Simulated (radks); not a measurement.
The numbers below are computed, except where a source is named.
Problem. The table gives one normalised radial function P(r) = r R(r) of Cl+ in [Ne] 3s2 3p3 4s1 (r in bohr). Level of theory: non-relativistic Kohn-Sham, TPSS, spin-polarised, spherical densities, point nucleus; open shells are filled with parallel spins first; meta-GGA in the generalised Kohn-Sham scheme (a radial shooting solver on a logarithmic mesh with Libxc functionals).

| r | P |
|---|---|
| 0.01125 | 0.0178 |
| 0.01465 | 0.0294 |
| 0.01907 | 0.0480 |
| 0.02503 | 0.0788 |
| 0.0326 | 0.1256 |
| 0.04245 | 0.1965 |
| 0.05572 | 0.3043 |
| 0.07255 | 0.4516 |
| 0.09447 | 0.6458 |
| 0.124 | 0.8891 |
| 0.1615 | 1.1438 |
| 0.2102 | 1.3709 |
| 0.276 | 1.5056 |
| 0.3593 | 1.4751 |
| 0.4679 | 1.2672 |
| 0.6142 | 0.9140 |
| 0.7997 | 0.5422 |
| 1.041 | 0.2523 |
| 1.367 | 0.0838 |
| 1.78 | 0.0195 |
| 2.318 | 0.0027 |
| 3.042 | 0.0002 |
| 3.961 | 0.0000 |
| 5.158 | 0.0000 |
| 6.77 | 0.0000 |
| 8.815 | 0.0000 |
| 11.48 | 0.0000 |

Which n and l does it have? It may be an empty orbital.

Solution. n = 2, l = 1: the number of nodes gives n - l - 1 = 0, the rise at small r (about r^(l+1)) gives l, and the extent must fit the shell. The curve is that of 2p up; the table hardly tells the two spins apart. 2p up: eigenvalue -212.79 eV, 0 radial nodes, <r> = 0.407 bohr, 90 % of the charge inside 0.675 bohr.
